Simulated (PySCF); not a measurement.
Titanium: a sound run and one with changed settings

Sound run: Ti⁺ [Ar] 3d2 4s1, Ti²⁺ [Ar] 3d2. Calculation: PySCF 2.14, in x2c-TZVPall (6s5p4d1f, 48 functions); the spin-free X2C one-electron Hamiltonian (Gaussian nucleus). In the sound run the correlated levels freeze [Ar]. The sound run starts from symmetry-adapted Hartree-Fock orbitals and uses a fine grid where one is needed.

Changed run: initial guess 1e, at most 50 SCF cycles.

```
species  method  sound run (hartree)  changed run (hartree)  converged
    Ti⁺     UHF           -852.53239             -852.49897        yes
    Ti⁺  M06-2X           -853.45062             -853.44136        yes
    Ti⁺    TPSS           -853.48587             -853.49409        yes
   Ti²⁺     UHF           -852.05663             -852.05663        yes
   Ti²⁺  M06-2X           -852.95202             -852.95202        yes
   Ti²⁺    TPSS           -852.98275             -852.98275        yes
   Ti²⁺     MP2           -852.06010             -852.06010        yes
```

The plain start fixes occupations by D2h representation alone, and Ti⁺ at UHF, Ti⁺ at M06-2X, Ti⁺ at TPSS landed in another state (other ⟨L²⟩ or ⟨S²⟩).
